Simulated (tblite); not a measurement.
Species: C₆H₁₁N₂P.
Z-matrix (Å and degrees, GFN2-xTB geometry), rows numbered from 1:
```
C 
C   1  1.5235
C   2  1.5327  1  112.11
N   3  1.4400  2  111.17  1   -66.25
C   4  1.3420  3  125.61  2   100.36
P   5  1.7209  4  112.54  3  -176.35
C   6  1.7746  5   85.75  4     0.21
C   7  1.4902  6  125.41  5  -179.82
N   7  1.3081  6  114.70  5    -0.06
H   1  1.0886  2  110.70  3   -59.91
H   1  1.0870  2  110.34  3  -179.90
H   1  1.0881  2  110.73  3    60.48
H   2  1.0914  1  109.86  3   120.59
H   2  1.0914  1  109.80  3  -120.46
H   3  1.0924  2  110.41  1    54.24
H   3  1.0932  2  109.56  1   174.80
H   5  1.0752  4  119.51  3     3.97
H   8  1.0890  7  110.43  6   -54.60
H   8  1.0872  7  109.49  6  -175.19
H   8  1.0895  7  110.34  6    64.61
```

Calculated harmonic vibrations of the isolated species, GFN2-xTB (tblite), most abundant isotopes, no scaling. This tight-binding method is rough: wavenumbers can miss measured ones by several per cent, in bad cases by 10 to 20. One conformer, not necessarily the lowest.

Harmonic wavenumbers (cm⁻¹): 34.5, 47.0, 73.1, 119.8, 221.2, 227.8, 251.8, 296.6, 367.4, 412.6, 482.6, 545.4, 581.8, 627.9, 706.7, 739.9, 820.7, 902.6, 921.7, 941.6, 995.2, 1005.5, 1023.5, 1080.7, 1097.7, 1116.1, 1162.1, 1208.2, 1227.8, 1251.6, 1323.0, 1329.6, 1347.0, 1391.3, 1406.7, 1418.8, 1441.2, 1463.6, 1467.0, 1477.2, 1502.0, 1505.9, 1511.1, 2969.7, 2976.0, 2987.5, 2999.3, 3000.1, 3014.8, 3027.3, 3034.0, 3042.1, 3047.0, 3118.8.

A = 2554, B = 906.6, C = 787.9 MHz; mass 142.066 u (most abundant isotopes); point group C1, symmetry number 1.

Task: Zero-point energy?

Result: Half the sum of the wavenumbers: 36146 cm⁻¹ = 432.40 kJ/mol.

Task: Entropy at 273.15 K, 1 bar (ideal gas, RRHO, classical rotation)?

Result: Translation 168.85, rotation 122.57, vibration 118.29: S = 409.7 J/(mol K).

Task: And Cp and H(273.15 K) − H(0)?

Result: Cp = 147.84 J/(mol K), of which vibrations give 114.58 (their classical limit is 54 R = 449.0); H(273.15 K) − H(0) = 25.25 kJ/mol without the zero-point energy, 16.16 from vibrations.

Task: What must be added to the electronic energy to get the Gibbs energy at 273.15 K and 1 bar?

Result: ZPE + [H(273.15 K) − H(0)] − T·S = 432.40 + 25.25 − 111.91 = 345.74 kJ/mol.

Task: Which modes carry the vibrational entropy at 273.15 K?

Result: 34.5 cm⁻¹: 22.50; 47.0 cm⁻¹: 19.94; 73.1 cm⁻¹: 16.30; 119.8 cm⁻¹: 12.28; 221.2 cm⁻¹: 7.50; 227.8 cm⁻¹: 7.28 J/(mol K); the other 48 give 32.49 together.

Task: Blend soft modes into free rotors: weight 1/[1 + (100 cm⁻¹/ν̃)⁴] for the oscillator and the rest for a rotor with moment μB/(μ + B), μ = h/(8π²ν), B = 10⁻⁴⁴ kg m². What vibrational entropy results?

Result: 103.92 J/(mol K) in place of 118.29, which changes −T·S at 273.15 K by +3.93 kJ/mol.

Task: How do the functions run with temperature in this model?

Result: 
```csv
T (K),S (J/(mol K)),Cp (J/(mol K)),H − H(0) (kJ/mol),G − H(0) (kJ/mol),ln q(vib)
150,337.8,98.3,10.17,-40.50,3.82
250,397.1,137.9,21.94,-77.33,6.51
298.15,423.1,158.7,29.08,-97.08,7.76
400,476.0,202.8,47.51,-142.89,10.39
600,572.4,273.6,95.56,-247.90,15.49
900,697.5,342.2,188.80,-438.96,22.84
```

q(vib) and H(0) count from the zero-point level.

Hindered rotation and anharmonicity are outside this model. Other conformers, if any are populated, would add a mixing term that is left out. The structure is chiral; the term R ln 2 for an equal mix with its mirror image is left out.

The run took 0.83 s of wall time on Arm Neoverse V1, one thread, on a shared host. The figure is for the frequency step alone.
